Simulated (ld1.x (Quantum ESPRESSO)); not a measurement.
Reading a pseudo-wave (H (Z = 1))

Columns: radius, all-electron u(r) and pseudo u(r) of the 1s shell (level -6.49 eV) of hydrogen in the configuration 1s1; PBE, scalar-relativistic, PAW scheme, ld1.x (Quantum ESPRESSO) 7.5.

```tsv
r (bohr)	all-electron	pseudo
0.085	0.1498	0.0921
0.170	0.2746	0.1823
0.255	0.3777	0.2687
0.340	0.4619	0.3497
0.425	0.5296	0.4236
0.510	0.5833	0.4895
0.595	0.6248	0.5464
0.680	0.6558	0.5938
0.765	0.6780	0.6316
0.850	0.6927	0.6601
0.935	0.7009	0.6796
1.020	0.7037	0.6911
1.105	0.7019	0.6954
1.190	0.6963	0.6935
1.275	0.6875	0.6868
1.360	0.6761	0.6762
1.445	0.6625	0.6628
1.530	0.6473	0.6474
1.615	0.6306	0.6307
1.700	0.6130	0.6130
1.785	0.5946	0.5946
1.870	0.5756	0.5756
1.955	0.5563	0.5563
2.040	0.5368	0.5368
2.125	0.5173	0.5173
2.210	0.4979	0.4979
```

Q: How many radial nodes do the two functions have?

A: The all-electron 1s function has n − l − 1 = 0; the pseudo-wave has 0.

Q: At about which radius was the pseudo-wave matched?

A: 1.70 bohr. The columns agree to 0.0005 from 1.36 bohr on; several derivatives are matched, so the curves merge somewhat inside the radius.

Q: Where does each function peak?

A: Outermost all-electron maximum near 1.02 bohr, pseudo maximum near 1.10 bohr (to the table’s step).

Q: Is the pseudo-wave norm-conserving?

A: No, it belongs to a PAW set: the norm inside the radius is not constrained, and the difference is carried by the augmentation charge.
